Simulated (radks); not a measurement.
All-electron atom: Er2+ in [Xe] 4f12. All-electron calculation, scalar-relativistic Kohn-Sham, SCAN, spin-polarised, spherical densities, finite nucleus; open shells are filled with parallel spins first (spin-orbit coupling, left out, can overturn this in heavy ions); meta-GGA in the generalised Kohn-Sham scheme; Fermi nuclear charge, rms radius 5.2516 fm. Program: a radial shooting solver on a logarithmic mesh with Libxc functionals.

Local quantities along the radius. ELF = 1/(1 + alpha^2) is the electron localisation function; alpha = (tau - tau_W)/tau_unif compares the Pauli kinetic energy density with that of the uniform gas (summed over spins). tau is taken from the large components.

```
   r/bohr * ELF (the largest magnitude, 0.999, reaches the edge; | marks zero)
  0.00184 |                                                      *
 0.002142 |                                                      *
 0.002493 |                                                      *
 0.002903 |                                                      *
 0.003379 |                                                      *
 0.003934 |                                                      *
  0.00458 |                                                      *
 0.005332 |                                                      *
 0.006207 |                                                      *
 0.007226 |                                                      *
 0.008412 |                                                     *
 0.009793 |                                                     *
   0.0114 |                                                    *
  0.01327 |                                                  *
  0.01545 |                                              *
  0.01799 |                                       *
  0.02094 |                              *
  0.02438 |                     *
  0.02838 |                 *
  0.03304 |                  *
  0.03846 |                       *
  0.04478 |                               *
  0.05213 |                                     *
  0.06068 |                                        *
  0.07065 |                                      *
  0.08224 |                                *
  0.09574 |                      *
   0.1115 |                  *
   0.1298 |                     *
   0.1511 |                              *
   0.1759 |                                      *
   0.2047 |                                       *
   0.2383 |                                 *
   0.2775 |                   *
    0.323 |            *
    0.376 |                    *
   0.4378 |                                 *
   0.5096 |                                      *
   0.5933 |                                     *
   0.6907 |                             *
   0.8041 |                     *
   0.9361 |                  *
     1.09 |                     *
    1.269 |                           *
    1.477 |                               *
    1.719 |                              *
    2.002 |                       *
     2.33 |            *
    2.713 |    *
    3.158 |*
    3.676 *
     4.28 *
    4.982 *
      5.8 *
```

On this mesh the ELF has minima near r = 0.028, 0.11, 0.32, 0.94 bohr, which separate the shells, and maxima near 0.061 (0.74), 0.20 (0.73), 0.51 (0.72), 1.5 (0.59).
